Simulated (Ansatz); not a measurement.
Ideal-gas functions of BGaH$_{6}$Si (`[SiH3][BH][GaH2]`) at 800 K and 1 bar, from an Ansatz frequency run at PBE0-D4/def2-TZVP.

Molar mass 114.67 g/mol, point group C1 (symmetry number 1), electronic degeneracy 1, moments of inertia 22.378, 306.183, 315.54 u Å². Harmonic wavenumbers (cm⁻¹, unscaled): 59, 102, 199, 284, 393, 445, 498, 633, 689, 707, 747, 863, 885, 923, 955, 1939, 1943, 2182, 2208, 2213, 2598.

Use S(trans) = R[1.5 ln M + 2.5 ln T − 1.1517]; rotational temperatures θ = 24.2544 K / I; S(rot) = R[ln(√π/σ · √(T³/θAθBθC)) + 1.5]; for each mode x = 1.438777 ν̃/T, S = R[x/(eˣ − 1) − ln(1 − e⁻ˣ)] and H = RT x/(eˣ − 1); 1 cm⁻¹ = 0.0119627 kJ/mol; R = 8.31446 J/(mol·K).

By hand: the entropy, in J/(mol·K).

Translation 188.5. Rotation: θ = 1.0839, 0.0792, 0.0769 K, giving 121.5. Vibration, mode by mode: 26.97, 22.43, 16.90, 13.99, 11.37, 10.38, 9.50, 7.67, 7.04, 6.86, 6.46, 5.45, 5.28, 4.99, 4.77, 1.17, 1.17, 0.82, 0.79, 0.79, 0.44, in all 165.2. Electronic 0.0. Sum 475.2 J/(mol·K).

By hand: H − E and G − E in kJ/mol, counted from the electronic energy.

Zero-point energy ½ × 21465 × 0.0119627 = 128.4; thermal vibration 63.3; translation, rotation and pV give 4 RT = 26.6. H − E = 218.3 kJ/mol, and G − E = 218.3 − 800 × 475.2/1000 = -161.9 kJ/mol.

Vibration gives 35 % of the entropy, 49.4 J/(mol·K) of it from the modes under 150 cm⁻¹: soft modes count most, and the harmonic formula is weakest for them. The sum counts one conformer and one mirror image; others add a mixing term.
